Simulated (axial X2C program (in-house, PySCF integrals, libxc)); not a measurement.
## Working with the constants of CuB⁺

A bond curve at the PBE0 level, with spin–orbit coupling, was computed with an axial X2C code built on PySCF integrals (basis Cu dyall-cv3z [9s9p6d3f2g], B dyall-v3z [7s6p2d1f] (cores contracted in-house)) for the state Ω = 1/2 (⟨Sz⟩ = 0.50, ⟨Lz⟩ = 0.00 at PBE0). Its fit gives Re = 1.8988 Å, ωe = 535.6 cm⁻¹, ωexe = 5.72 cm⁻¹ and αe = 6.493e-03 cm⁻¹; the masses are 62.9296 and 11.0093 u. Two-component means X2C with spin–orbit coupling and atomic mean-field Coulomb and Gaunt terms.

(1) Find the reduced mass, Be and the force constant.

(2) A Morse curve ties αe to the other constants (Pekeris). How well does that hold?

(3) Estimate the centrifugal constant by the Kratzer relation.

(4) Estimate De from a Morse curve and compare with the computed well depth of 2.746 eV to Cu+ + B.

(5) Where do the fundamental and the first overtone lie?

Occupations by symmetry block were frozen at the best pattern of an incomplete PBE0 search. Dissociation energies refer to the lowest single-determinant-based atoms at the same level and basis. Density functionals use the spin component along the axis (collinear). The 2c atoms are single determinants rather than J levels; their spin–orbit lowering is only partly caught, and De is too large by that part. This holds for PBE0. The functionals have no current-density term, which raises determinants with orbital currents, atoms included. The levels of this run spread widely (ωe from 436 to 562 cm⁻¹), so these constants depend on the method.

## Answers

(1) From the PBE0 values: μ = 9.3700 u. Be = 16.8576/(μ Re²) = 0.499 cm⁻¹. k = 5.8918×10⁻⁷ μ ωe² = 1.58 mdyn/Å.

(2) αe(Morse) = 6Be²/ωe × (√(ωexe/Be) − 1) = 6.655e-03 cm⁻¹; the PBE0 curve gives 6.493e-03 cm⁻¹, a ratio of 1.02.

(3) D = 4Be³/ωe² = 1.73e-06 cm⁻¹.

(4) De(Morse) = ωe²/(4ωexe) = 1.555 eV against 2.746 eV computed, a ratio of 0.57. The extrapolation falls short: long-range attraction (ionic or ion–induced dipole) or a change of character along the curve can cause this.

(5) ν(1←0) = ωe − 2ωexe = 524.2 cm⁻¹; ν(2←0) = 2ωe − 6ωexe = 1036.9 cm⁻¹.
